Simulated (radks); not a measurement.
Results of a calculation; reference values are marked as such.
The platinum ion Pt+ inside a hard spherical wall (all orbitals vanish at R), configuration held at [Xe] 4f14 5d9 and not refilled when levels cross. Level of theory: scalar-relativistic Kohn-Sham, PBE, spin-polarised, spherical densities, finite nucleus; open shells are filled with parallel spins first (spin-orbit coupling, left out, can overturn this in heavy ions); Fermi nuclear charge, rms radius 5.427 fm (a radial shooting solver on a logarithmic mesh with Libxc functionals). Eigenvalues in eV for spin up, with the zero of energy where the potential of the charges vanishes at infinity; a dash marks a level that is unbound or too diffuse for the functional's potential to be trusted. A positive occupied level is held by the wall or, in an anion where self-interaction has pushed it up, behind a barrier. The pressure on the wall is -dE/dV.

R (bohr)  E (hartree)  kinetic (hartree)    e(5s)    e(4f)    e(5p)    e(5d)  e(6s, empty)  e(6p, empty)  pressure (GPa)
free      -18409.3477          20520.821  -110.19  -78.308  -64.571  -14.598       -13.049        -6.752               0
10        -18409.3477          20520.821  -110.19  -78.308  -64.570  -14.598       -13.049        -6.738        < 0.0001
6         -18409.3439          20520.857  -110.00  -78.117  -64.391  -14.438       -12.792        -5.731           0.449
5         -18409.3244          20521.000  -109.41  -77.495  -63.821  -13.923       -11.954        -3.836            3.92
4         -18409.2044          20521.705  -107.17  -75.117  -61.713  -11.925        -8.540         2.089            38.7
3.5       -18408.9820          20522.834  -104.42  -72.112  -59.145   -9.314        -3.763         9.404             133
3         -18408.3730          20525.659  -99.268  -66.304  -54.347   -3.982         6.749        24.335             514
2         -18399.7733          20561.811  -67.447  -28.025  -21.672   37.828        100.76        140.58           14800
